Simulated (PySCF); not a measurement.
CH10FNSi3, SMILES C[Si@H](N[SiH3])[SiH2]F.

Coordinates come from a B3LYP-D3(BJ)/def2-SVP optimisation. The structure was generated by enumeration; whether it is a known compound was not checked. The values are those of a single conformer.

Method: PBE0/def2-TZVP run with PySCF.

```
Item                                                                                                           Result
---------------------------------------------------------------------------------------------  ----------------------
total energy                                                                                      -1066.83636 hartree
highest occupied level                                                                                       -7.27 eV
lowest empty level                                                                                           -0.72 eV
orbital gap                                                                                                   6.55 eV
dipole moment                                                                                                  2.30 D
quadrupole, principal values (traceless, Buckingham form, about the centre of nuclear charge)  -5.38, -0.79, 6.17 D·Å
```
